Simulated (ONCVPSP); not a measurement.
## Cutoff test, samarium, ONCV

```json
{"Element": "samarium (Sm)", "Generator": "ONCVPSP 4.0.1", "Type": "optimised norm-conserving Vanderbilt (ONCV)", "Functional": "PBE", "Relativity": "scalar-relativistic", "Frozen core": "[Kr] 4d10", "Valence charge": "16", "Reference configuration": "4f6 5s2 5p6 6s2", "Partial waves": "5s+6s: rc 2.20 bohr, ncon 3, nbas 6, qcut 6.6 1/bohr, 2 projectors; 5p: rc 2.65 bohr, ncon 4, nbas 8, qcut 5.1 1/bohr, 3 projectors, debl 2.7 Ha; d scattering state at 0.42 Ha: rc 2.75 bohr, ncon 5, nbas 8, qcut 3.5 1/bohr, 2 projectors, debl 3.7 Ha; 4f: rc 1.60 bohr, ncon 4, nbas 9, qcut 12.4 1/bohr, 1 projector", "Local potential": "polynomial inside 1.35 bohr (lpopt 5, dvloc0 0 Ha)", "Core correction": "Teter function, fcfact 4.25, rcfact 1.05"}
```

In the d channel the program set the typed energies aside and used 0.050, 3.750 Ha.

Task: For each optimised wave give the share of its norm inside rc, the residual kinetic energy above qcut (Ha) and the cutoffs (Ha) for errors of 10, 1, 0.1 and 0.01 mHa per electron.

Result:

```csv
wave,norm inside rc,residual KE,10 mHa,1 mHa,0.1 mHa,0.01 mHa
5s,0.940,1.2e-07,9.5,12.7,15.3,17.3
6s,0.050,1.5e-08,6.6,11.0,14.2,16.8
5p,0.937,4.0e-08,4.9,6.5,8.0,9.0
p projector 2,0.167,1.2e-05,5.0,6.5,9.9,14.3
p projector 3,0.136,9.8e-05,7.9,11.0,14.2,40.9
d projector 1,0.079,4.1e-04,3.3,5.3,10.5,24.8
d projector 2,0.140,1.2e-01,7.8,16.9,34.5,40.0
4f,0.863,4.0e-05,51.0,59.1,67.4,not reached
```

The occupied waves need 59 Ha and 67 Ha for 1 and 0.1 mHa. Note: no bound ghost flagged; GHOST(+) flagged for s at 39.6 eV, p at 218.5 eV. Tests left out (the all-electron energies of this program are off by 10 to 40 meV for near-neutral 4f atoms).
